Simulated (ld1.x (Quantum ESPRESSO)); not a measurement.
**S: one change to a TM potential, before and after**

ld1.x (Quantum ESPRESSO) 7.5 input, shortened:

```
&input
   title='S', zed=16., rel=0, dft='PBE', iswitch=3,
   config='[Ne] 3s2 3p4'
 /
 &inputp
   pseudotype=2, tm=.true., lloc=0,
   nlcc=.false.
 /
2
3P  2  1   4.00   0.00  1.55  1.55  0.0
3S  1  0   2.00   0.00  1.45  1.45  0.0
 &test
   configts(1)='3s2 3p4'
 /
```

Change: local potential all-electron potential smoothed inside 1.10 bohr (lloc = -1).

Cutoffs: the cutoffs (Ry, on a coarse ladder) from which the occupation-weighted sum of valence levels, in a spherical-Bessel basis at the reference potential, stays within 10 and 1 mRy of its value at 400 Ry; they do not see the model core or the augmentation charge, which bear on the density cutoff. Errors are all-electron minus pseudo energies relative to the spin-unpolarised reference configuration.

Q: How do hardness, ghosts and transferability respond?

A: The potential gets softer (40 Ry and 60 Ry → 30 Ry and 60 Ry); of the 7 tests that both files solve, the error grows in 3 and shrinks in 1 by more than 15 % and 0.3 meV (median size 1.7 → 1.2 meV); the range in which the s phases agree narrows (upper end at the end of the scan → 2.5); neither file shows a bound ghost.

| quantity | base | changed |
| --- | --- | --- |
| cutoff, loose | 40 Ry | 30 Ry |
| cutoff, tight | 60 Ry | 60 Ry |
| bound ghosts | none | none |
| error for 3s2 3p3, meV [ΔE 11.78 eV] | +2.7 | +4.1 |
| error for 3s2 3p2, meV [ΔE 34.08 eV] | +19 | +28 |
| error for 3s2 3p1, meV [ΔE 68.13 eV] | +67 | +98 |
| error for 3s1 3p5, meV [ΔE 10.18 eV] | +0.1 | +0.3 |
| error for 3s0 3p6, meV [ΔE 20.48 eV] | -1.7 | -1.2 |
| error for 3s2 3p4.3, meV [ΔE -1.71 eV] | +0.1 | +0.1 |
| error for 3s2 3p3.5, meV [ΔE 4.67 eV] | +0.5 | +0.7 |
| s: phases at 1.71 bohr within 0.05 rad from the reference energy up to (Ry; the scan ends near 5) | to the end of the scan | 2.5 |
| p: phases at 1.71 bohr within 0.05 rad from the reference energy up to (Ry; the scan ends near 5) | to the end of the scan | to the end of the scan |
